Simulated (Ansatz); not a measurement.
Reaction (formal exchange of groups at a B–H bond): `CB[SiH2]Cl` + `NCOCO` → `CB(N)[SiH2]Cl` + `COCO`

Calculated with Ansatz (gas phase, PBE0-D4/def2-TZVP geometries, no zero-point term in ΔE). CCSD(T)/CBS adds triple-zeta CCSD(T) − MP2 to the extrapolated MP2 energy (def2 sets, frozen cores). This one scheme is used for every species. Functionals use def2-TZVPP. B3LYP here is the variant with VWN-RPA as its local correlation; programs differ in this. Each species was taken in one conformer, which may not be the lowest.

`CB[SiH2]Cl`:

Cartesian coordinates in Å:
```
C 0.395 0.754 -1.341
B 0.297 0.634 0.202
Si -0.432 -1.036 1.059
Cl -0.862 -0.811 3.069
H 0.321 -0.173 -1.913
H -0.490 1.359 -1.608
H 1.252 1.339 -1.684
H 0.629 1.563 0.882
H 0.570 -2.132 0.940
H -1.681 -1.497 0.394
```

`NCOCO`:

Z-matrix (Å, degrees):
```
C
O 1 1.403
N 1 1.441 2 111.7
H 1 1.095 2 104.4 3 123.7
H 1 1.099 2 110.8 3 -120.4
C 2 1.409 1 113.5 3 70.5
H 3 1.010 1 112.1 2 84.0
H 3 1.010 1 112.3 2 -152.9
O 6 1.383 2 109.3 1 -162.7
H 6 1.097 2 110.0 1 80.8
H 6 1.098 2 108.9 1 -39.8
H 9 0.962 6 107.8 2 63.2
```

`CB(N)[SiH2]Cl`:

Z-matrix (Å, degrees):
```
C
B 1 1.569
H 1 1.095 2 113.7
H 1 1.096 2 110.7 3 121.7
H 1 1.095 2 110.5 3 -121.8
N 2 1.391 1 121.4 3 -1.8
Si 2 2.025 1 121.0 3 177.8
H 6 1.009 2 122.6 1 -0.1
H 6 1.006 2 124.0 1 178.9
Cl 7 2.077 2 109.1 1 -55.0
H 7 1.491 2 113.5 1 -173.7
H 7 1.489 2 113.5 1 63.3
```

`COCO`:

```xyz
10

C     1.066    0.812   -0.068
O     0.221   -0.009   -0.842
C    -0.957   -0.358   -0.191
O    -0.760   -1.211    0.899
H     1.942    1.035   -0.675
H     0.564    1.752    0.196
H     1.380    0.312    0.853
H    -1.588   -0.819   -0.958
H    -1.456    0.528    0.221
H    -0.411   -2.042    0.566
```

Task: Is it downhill or uphill in electronic energy at CCSD(T)/CBS, and by how much? (An estimate is asked.)

Result: Computed: Downhill: ΔE = -2.17 eV.

Task: What do these levels give: PBE-D4, r2SCAN-D4, B3LYP-D4, ωB97M-V, B2PLYP, PBE, MP2/def2-TZVPP, CCSD(T)/def2-TZVPP, MP2/def2-QZVPP, SCS-MP2/def2-QZVPP, MP2/CBS(def2), CCSD/CBS(def2)? (Best estimate.)

Result: The calculation gave: PBE-D4 -2.18, r2SCAN-D4 -2.19, B3LYP-D4 -2.20, ωB97M-V -2.17, B2PLYP -2.19, PBE -2.16, MP2/def2-TZVPP -2.23, CCSD(T)/def2-TZVPP -2.17, MP2/def2-QZVPP -2.23, SCS-MP2/def2-QZVPP -2.18, MP2/CBS(def2) -2.23, CCSD/CBS(def2) -2.15 eV.

Largest T1 diagnostic among the species: 0.011.

The D4 term adds −0.04 eV with B3LYP and −0.02 eV with PBE0; it sums over pairs of atoms, weighted by their polarisabilities, and B3LYP, whose exchange is more repulsive, gets the larger term. In def2-TZVPP, CCSD(T) changes the Hartree–Fock value by −0.14 eV (the triples alone add −0.03 eV) and MP2 by −0.20 eV.
